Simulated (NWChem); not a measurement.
System: CH3Si cation, singlet

Here is an NWChem input.

```
start job
memory heap 200 mb stack 900 mb global 1100 mb
charge 1
geometry units angstroms noautosym nocenter noautoz
  C      0.000000     0.000000     1.073288
  Si     0.000000     0.000000    -0.750074
  H     -0.514171    -0.906762     1.482196
  H     -0.528193     0.898666     1.482196
  H      1.042364     0.008095     1.482196
end
basis spherical
  * library def2-svp
end
dft
  xc m06-2x
  iterations 150
end
cosmo
  do_cosmo_smd true
  solvent thf
end
task dft energy
```

Low-valent species are run as closed-shell singlets; no triplet was tried in these runs. Coordinates come from a PBE-D3(BJ)/def2-SVP optimisation. Solvent: tetrahydrofuran.

Level: M06-2X/def2-SVP with SMD (1 M gas to 1 M solution), gas-phase geometry. Reactions with the solvent are ignored.

Problem. Predict the main results of this run. (M06-2X/def2-SVP, SMD on the gas-phase geometry.) Quantities: solvation free energy (kcal/mol); cavity-dispersion-structure term (kcal/mol).

Solution. 
- solvation free energy (kcal/mol) = -56.6
- cavity-dispersion-structure term (kcal/mol) = -0.6
